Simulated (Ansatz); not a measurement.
```yaml
crystal:
  periodic: [false, false, false]
  atoms:
    - {symbol: C, position_ang: [-0.055106, -2.745895, -1.978676]}
    - {symbol: C, position_ang: [0.321561, -2.046567, -0.718049]}
    - {symbol: C, position_ang: [-0.508364, -1.347720, 0.046536]}
    - {symbol: C, position_ang: [-0.137260, -0.642869, 1.308517]}
    - {symbol: C, position_ang: [-0.394681, 0.862461, 1.255449]}
    - {symbol: C, position_ang: [0.471097, 1.592610, 0.242639]}
    - {symbol: C, position_ang: [0.198162, 3.085700, 0.201519]}
    - {symbol: H, position_ang: [0.144986, -3.820234, -1.911839]}
    - {symbol: H, position_ang: [-1.114409, -2.611704, -2.207060]}
    - {symbol: H, position_ang: [0.526785, -2.372510, -2.827614]}
    - {symbol: H, position_ang: [1.364287, -2.126304, -0.411473]}
    - {symbol: H, position_ang: [-1.552002, -1.261735, -0.260316]}
    - {symbol: H, position_ang: [-0.714233, -1.066229, 2.139870]}
    - {symbol: H, position_ang: [0.918631, -0.828592, 1.534414]}
    - {symbol: H, position_ang: [-0.226871, 1.289030, 2.251012]}
    - {symbol: H, position_ang: [-1.452555, 1.039997, 1.023966]}
    - {symbol: H, position_ang: [1.526647, 1.415689, 0.481871]}
    - {symbol: H, position_ang: [0.312461, 1.156925, -0.749165]}
    - {symbol: H, position_ang: [-0.842769, 3.288008, -0.066950]}
    - {symbol: H, position_ang: [0.832795, 3.591002, -0.530216]}
    - {symbol: H, position_ang: [0.380851, 3.548915, 1.175554]}
basis:
  gaussian: {orbitals: aug-cc-pVDZ, final_grid: {core_spheres: 8, valence_spheres: 7, degree: 23}}
hamiltonian: {xc: {name: PBEsol}, dispersion: d3bjatm}
scf: {lower_state_search: light}
output: {forces: true}
```

```sh
$ ansatz run in.yaml --threads 2 --pin off --events-out ev --progress --plain --max-ram 32768MiB --backend cuda --devices 0, --max-vram 18GiB
```

Shortened log:

```
Functional definition: PBEsol
2534 factors; their error is unknown
mean field evaluation 1: about -7414.3262 eV, gradient 1.1e2 eV
mean field evaluation 2: about -7301.0292 eV, gradient 2.1e2 eV
mean field evaluation 4: about -7442.0468 eV, gradient 2.9e1 eV
mean field evaluation 8: about -7444.1394 eV, gradient 2.0e-1 eV
mean field evaluation 16: about -7444.0637 eV, gradient 4.6e-4 eV
mean field -7444.06373220 eV, -273.5642963908 hartree, gradient 6.2e-5 eV, S^2 0.000000; 0 other end points of the search recorded, 0 dependent functions left out
reference -7444.06387645 eV, -273.5643016917 hartree; 28, 28 occupied and 259, 259 virtual orbitals, 2534 factors
Total energy: -7444.24036249 eV, -273.5707874343 hartree
Atom 0 at    -0.055106    -2.745895    -1.978676 Å, force     0.106850     0.177449     0.324897 eV/Å
Atom 1 at     0.321561    -2.046567    -0.718049 Å, force     0.144885    -0.438934    -0.632264 eV/Å
Atom 2 at    -0.508364    -1.347720     0.046536 Å, force    -0.140005     0.460695     0.615915 eV/Å
Atom 3 at    -0.137260    -0.642869     1.308517 Å, force    -0.172588     0.167613    -0.308519 eV/Å
Atom 4 at    -0.394681     0.862461     1.255449 Å, force     0.279250    -0.187578    -0.231243 eV/Å
Atom 5 at     0.471097     1.592610     0.242639 Å, force    -0.276322     0.211304     0.224623 eV/Å
Atom 6 at     0.198162     3.085700     0.201519 Å, force     0.079046    -0.357505     0.003544 eV/Å
Atom 7 at     0.144986    -3.820234    -1.911839 Å, force     0.104937    -0.528513     0.022491 eV/Å
Atom 8 at    -1.114409    -2.611704    -2.207060 Å, force    -0.540690     0.074397    -0.109075 eV/Å
Atom 9 at     0.526785    -2.372510    -2.827614 Å, force     0.290389     0.170805    -0.424410 eV/Å
Atom 10 at     1.364287    -2.126304    -0.411473 Å, force     0.575973    -0.043703     0.169404 eV/Å
Atom 11 at    -1.552002    -1.261735    -0.260316 Å, force    -0.574089     0.045420    -0.162091 eV/Å
Atom 12 at    -0.714233    -1.066229     2.139870 Å, force    -0.284692    -0.195174     0.406924 eV/Å
Atom 13 at     0.918631    -0.828592     1.534414 Å, force     0.534242    -0.093265     0.100968 eV/Å
Atom 14 at    -0.226871     1.289030     2.251012 Å, force     0.078088     0.211073     0.481269 eV/Å
Atom 15 at    -1.452555     1.039997     1.023966 Å, force    -0.515660     0.085809    -0.113458 eV/Å
Atom 16 at     1.526647     1.415689     0.481871 Å, force     0.507632    -0.095251     0.116380 eV/Å
Atom 17 at     0.312461     1.156925    -0.749165 Å, force    -0.082565    -0.236282    -0.479050 eV/Å
Atom 18 at    -0.842769     3.288008    -0.066950 Å, force    -0.514796     0.098454    -0.131638 eV/Å
Atom 19 at     0.832795     3.591002    -0.530216 Å, force     0.312114     0.245736    -0.356708 eV/Å
Atom 20 at     0.380851     3.548915     1.175554 Å, force     0.088000     0.227454     0.482040 eV/Å
Dipole moment:     0.012591    -0.016550    -0.016365 e Å
```

Run time 9 s (2 threads of an AMD EPYC 7R13 on a shared host and a share of an NVIDIA H100 80 GB); peak host memory 0.86 GiB.
